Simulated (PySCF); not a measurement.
Excitation energy of Li by level of theory

Li [He] 2s1 (2S) → Li [He] 2p1 (2P), as a difference of total energies. All numbers are calculated (PySCF 2.14, the non-relativistic Hamiltonian (point nucleus), in dyall-acv3z (15s9p3d, 57 functions)). Correlated levels: valence and next inner shell: nothing frozen; virtual orbitals above 40 to 60 times the deepest correlated orbital energy dropped. The calculations carry no spin-orbit coupling.

```tsv
method	excitation energy (eV)
UHF	1.841
LDA	1.605
PBE	1.570
PBE0	1.648
r2SCAN	1.623
revPBE	1.549
wB97X	1.739
M06-2X	1.726
MP2 (valence and next inner shell)	1.856
SCS-MP2 (valence and next inner shell)	1.857
```

Errors of the correlated levels include the incompleteness of this basis.

For comparison: 1.848 eV (measured; NIST levels, between the centres of gravity of the two terms).
